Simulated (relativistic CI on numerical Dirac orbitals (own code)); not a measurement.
Cu4+ in a cubic cluster: 1s photoemission with charge transfer

Computed with a charge-transfer multiplet model of a cubic metal-ligand cluster with up to 2 ligand holes, Slater and spin-orbit integrals from Dirac-Coulomb-Breit ions, Slater integrals scaled by 0.7. The ground state mixes d7 with configurations of k ligand holes L, whose averages lie at kΔ + k(k − 1)U_dd/2; a core hole lowers each added d electron by U_cd. 20 K, Lorentzian 1.1 eV and Gaussian 0.6 eV FWHM.

Atomic integrals in eV (Slater integrals scaled, ζ unscaled), ground: F2dd 10.358, F4dd 6.495, zeta_d 0.120; with the core hole: F2dd 11.457, F4dd 7.209, zeta_d 0.161, G2cd 0.073.

Cluster parameters (eV): Δ = -1.3, U_dd = 7.8, 10Dq = 0.5, 10Dq(ligand) = 1.1, V(eg) = 2.95, V(t2g) = -1.42, final-state hopping factor = 1.

```csv
Case,n_d,d7,d8L,d9L2,S
U_cd = 7.8 eV,7.89,0.24,0.63,0.13,0.54
U_cd = 9 eV,7.89,0.24,0.63,0.13,0.54
U_cd = 9.6 eV,7.89,0.24,0.63,0.13,0.54
U_cd = 10.2 eV,7.89,0.24,0.63,0.13,0.54
U_cd = 10.8 eV,7.89,0.24,0.63,0.13,0.54
```

Weights, n_d and S are thermal averages at 20 K. Binding energies count from the first peak over 30 % of the highest in each spectrum, which can be another peak from case to case. The parameters are a model scan and need not match a compound or its usual spin state. Peaks in eV (height, largest 100):
- U_cd = 7.8 eV: 0.0 (100), 10.9 (13)
- U_cd = 9 eV: 0.0 (100), 10.0 (12), 11.2 (15)
- U_cd = 9.6 eV: 0.0 (100), 10.1 (13), 11.4 (17)
- U_cd = 10.2 eV: 0.0 (100), 10.1 (15), 11.6 (18)
- U_cd = 10.8 eV: 0.0 (100), 10.3 (17), 12.0 (19)

For the case U_cd = 9.6 eV, Δ = -1.3 eV is smaller than U_dd = 7.8 eV, the charge-transfer side of the Zaanen-Sawatzky-Allen scheme (negative Δ: between configuration averages a ligand hole costs less than the nominal valence; multiplet and field energies can change this for the lowest states). With the core hole the configuration with one ligand hole lies at Δ − U_cd = -9.1, -10.3, -10.9, -11.5, -12.1 eV from the one without, in the order of the table; where this is negative the screened configuration lies lower.

With at most 2 ligand holes the space is cut while the next configuration still counts, so covalency is underestimated, and a final configuration with one more ligand hole, which can lie low, is missing from the spectra.
